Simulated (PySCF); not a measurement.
# Krypton: a sound run and one with changed settings

Sound run: Kr⁺ [Ar] 3d10 4s2 4p5, Kr²⁺ [Ar] 3d10 4s2 4p4. Calculation: PySCF 2.14, in cc-pVDZ-PP with ECP10MDF (4s3p2d, 23 functions); scalar relativity through the core potential. The sound run starts from symmetry-adapted Hartree-Fock orbitals and uses a fine grid where one is needed.

A second run was set up differently.

```json
{"species": "Kr⁺", "method": "UHF", "sound run (hartree)": "-461.69600", "changed run (hartree)": "-461.69600", "converged": "yes"}
{"species": "Kr⁺", "method": "B3LYP", "sound run (hartree)": "-463.10673", "changed run (hartree)": "-464.06794", "converged": "yes"}
{"species": "Kr⁺", "method": "TPSS", "sound run (hartree)": "-462.94821", "changed run (hartree)": "-464.24891", "converged": "yes"}
{"species": "Kr²⁺", "method": "UHF", "sound run (hartree)": "-460.84097", "changed run (hartree)": "-460.84097", "converged": "yes"}
{"species": "Kr²⁺", "method": "B3LYP", "sound run (hartree)": "-462.20845", "changed run (hartree)": "-463.16949", "converged": "yes"}
{"species": "Kr²⁺", "method": "TPSS", "sound run (hartree)": "-462.05431", "changed run (hartree)": "-463.36786", "converged": "yes"}
```

Ionisation energy of Kr⁺:

```
method  sound run (eV)  changed run (eV)
   UHF          23.267            23.267
 B3LYP          24.444            24.448
  TPSS          24.324            23.974
```

Question: What was changed?
A. basis contracted for another Hamiltonian
B. level shift left on
C. a valence shell is frozen
D. radial grid too coarse

Answer: D. It used radial step 0.8 in ln r (0.13 in the sound run). A coarse radial grid mis-integrates the density and the exchange-correlation energy, with errors of either sign; Hartree-Fock needs no grid.
